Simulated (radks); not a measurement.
The gallium ion Ga4+, configuration [Ar] 3d9 (the NIST ground configuration). All-electron calculation, scalar-relativistic Kohn-Sham, PBEsol, spin-unpolarised, spherical densities, finite nucleus; Fermi nuclear charge, rms radius 3.9973 fm. Program: a radial shooting solver on a logarithmic mesh with Libxc functionals.

X-ray form factor f0, the Fourier transform of the density (f0(0) = 27):

sin(theta)/lambda (1/angstrom),f0 (electrons)
0.05,26.803
0.1,26.228
0.15,25.319
0.2,24.141
0.25,22.772
0.3,21.287
0.4,18.241
0.5,15.414
0.6,13.017
0.8,9.637
1,7.728
1.25,6.442
1.5,5.620
2,4.248
